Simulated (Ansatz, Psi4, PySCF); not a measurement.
Species: CH3N, charge 0, multiplicity 1. SMILES: C=N
Geometry: optimised at B3LYP-D3(BJ)/def2-TZVP (Ansatz, a quantum-chemistry and plane-wave program).

Wanted: atomisation energy, in kcal/mol. Set-up: valence correlation only; non-relativistic; LANL2DZ all-electron up to Ne; UHF or UKS for open shells; no spin-orbit coupling; 6-311+G** with 5d; no dispersion term unless named; 6-31G* and kin with 6d, 5d where marked; atomisation electronic, to ground-state atoms. Basis-set limits of correlation are two-point, X^-3; Hartree-Fock from the larger set. First-principles rows: single points at B3LYP-D3(BJ) geometries (Ansatz).

Coupled cluster (Ansatz) is a level with limits of its own, used here on species with T1 under 0.025 (0.045 for open shells) and stable references: CCSD(T)/CBS(def2-TZVPPD,def2-QZVPPD).

Value to compare with, CCSD(T)/CBS(def2-TZVPPD,def2-QZVPPD) (Ansatz): 437.7 kcal/mol.

```
level              program  atomisation energy (kcal/mol)  difference
-----------------  -------  -----------------------------  ----------
HF/6-31G*           Ansatz                          292.9      -144.8
B3LYP/LANL2DZ       Ansatz                          414.7       -23.0
B3LYP/6-31+G*       Ansatz                          435.5        -2.2
wB97X-D/6-31G*        Psi4                          433.8        -3.9
MP2/3-21G           Ansatz                          357.5       -80.2
MP2/6-311+G**       Ansatz                          413.2       -24.5
PBE/def2-TZVPD      Ansatz                          451.4        13.7
M06-2X/def2-TZVPD    PySCF                          437.1        -0.6
```

Among the 6 habitual levels, HF/6-31G* lies farthest from CCSD(T)/CBS(def2-TZVPPD,def2-QZVPPD) (Ansatz) (-144.8 kcal/mol) and B3LYP/6-31+G* nearest (-2.2); 0 of 6 lie above it, and their mean absolute difference is 46.4 kcal/mol, the median 23.8. One case shows no general order.

The levels are drawn from those run, B3LYP/6-31G* more often than the rest, none by its result; runs whose electronic state is in doubt are left out.
